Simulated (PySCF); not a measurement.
## Electronic absorption of Si(NCS)Me3

Compound: Si(NCS)Me3, C₄H₉NSSi.
Geometry (PBE0-D3(BJ)/def2-SVP, Å), atoms numbered from 1 in this order:
```
atom  x, y, z in Å
Si1   -0.0045   -0.0009   -0.0940
N2     0.0001   -0.0267    1.6571
C3     0.0079   -0.0421    2.8489
S4     0.0189   -0.0621    4.4287
C5     1.7802    0.0078   -0.6509
H6     1.8402    0.0272   -1.7509
H7     2.3078   -0.8909   -0.2964
H8     2.3116    0.8906   -0.2638
C9    -0.8996    1.5559   -0.6158
H10   -0.9341    1.6338   -1.7142
H11   -0.3880    2.4497   -0.2266
H12   -1.9337    1.5623   -0.2388
C13   -0.8960   -1.5428   -0.6637
H14   -1.9309   -1.5607   -0.2889
H15   -0.3859   -2.4481   -0.3005
H16   -0.9283   -1.5868   -1.7641
```

Computed, not measured: TDDFT CAM-B3LYP/def2-SVPD, vertical, gas phase, core orbitals frozen in the response in PySCF 2.14.0, density-fitted response routines.

**Question.** List the vertical singlet excitations with oscillator strengths and describe the spectrum.

**Answer.** 

| state | E (eV) | E (hartree) | f | symmetry | main configurations (H = HOMO, L = LUMO) |
| --- | --- | --- | --- | --- | --- |
| S1 | 5.05 | 0.1857 | 0.0000 | – | H-1/H→L+1/L+2 (≥92%) |
| S2 | 5.26 | 0.1934 | 0.0007 | – | H-1/H→L+1/L+2 (≥94%) |
| S3 | 5.26 | 0.1934 | 0.0007 | – | H-1/H→L+1/L+2 (≥94%) |
| S4 | 6.60 | 0.2426 | 0.016 | E | H-1/H→L (64%), H-1/H→L+3 (33%) |
| S5 | 6.60 | 0.2426 | 0.016 | E | H-1/H→L (64%), H-1/H→L+3 (33%) |
| S6 | 7.10 | 0.2610 | 1.228 | A1 | H-1/H→L+1/L+2 (≥84%) |
| S7 | 7.44 | 0.2733 | 0.026 | E | H-1/H→L+6 (≥46%), H-1/H→L+3 (≥31%), H-1/H→L (≥14%) |
| S8 | 7.44 | 0.2733 | 0.026 | E | H-1/H→L+6 (≥46%), H-1/H→L+3 (≥31%), H-1/H→L (≥14%) |
| S9 | 7.86 | 0.2888 | 0.062 | E | H-1/H→L+6 (≥26%), H-1/H→L+3 (≥18%), H-1/H→L (≥10%) |
| S10 | 7.86 | 0.2888 | 0.062 | E | H-1/H→L+6 (≥26%), H-1/H→L+3 (≥18%), H-1/H→L (≥10%) |

Triplets, Tamm–Dancoff:

```tsv
state	E (eV)	λ (nm)	main configurations (H = HOMO, L = LUMO)
T1	4.49	276.1	H-1/H→L+1/L+2 (≥89%)
T2	4.74	261.4	H-1/H→L+1/L+2 (≥90%)
T3	4.74	261.4	H-1/H→L+1/L+2 (≥90%)
```

The lowest singlet comes at 245 nm (487 kJ/mol) in the ultraviolet; it is dark (f under 0.0005); its leading configuration is HOMO-1/HOMO→LUMO+1/LUMO+2 (≥92%). The most intense listed level is S6 at 7.10 eV (175 nm, f = 1.228), 2.05 eV above S1. S2/S3, S4/S5, S7/S8 and S9/S10 lie within about 0.01 eV of each other in each set; the point group C3v has degenerate representations, and within a degenerate level the listed configurations can mix freely. Löwdin shares by element: HOMO (one of a set within 0.03 eV) sulfur 55%, nitrogen 19%, carbon 18% or more; LUMO carbon 18% or more, silicon 17%, sulfur 13% (atoms not listed hold the other 52%). Of the 10 states listed, 7 reach f = 0.01 and 1 stays under 0.0005. The oscillator strengths of these states sum to 1.437; summed over the whole spectrum of an exact calculation they would give the number of electrons, 70 (Thomas–Reiche–Kuhn). Weighted by f, the mean energy of these states is 7.17 eV. All these states lie below the vertical ionisation energy of 9.24 eV (ΔSCF). Symmetry labels in C3v follow from the direction of the transition dipole and are given only for states with f of 0.002 or more. Orbitals of the list HOMO-3 to LUMO+2 that lie within 0.01 eV of each other are written together with a slash and their weights summed (≥ marks a lower bound); for degenerate orbitals outside that list single weights are arbitrary. Singlets were solved by full linear response, triplets in the Tamm–Dancoff approximation.
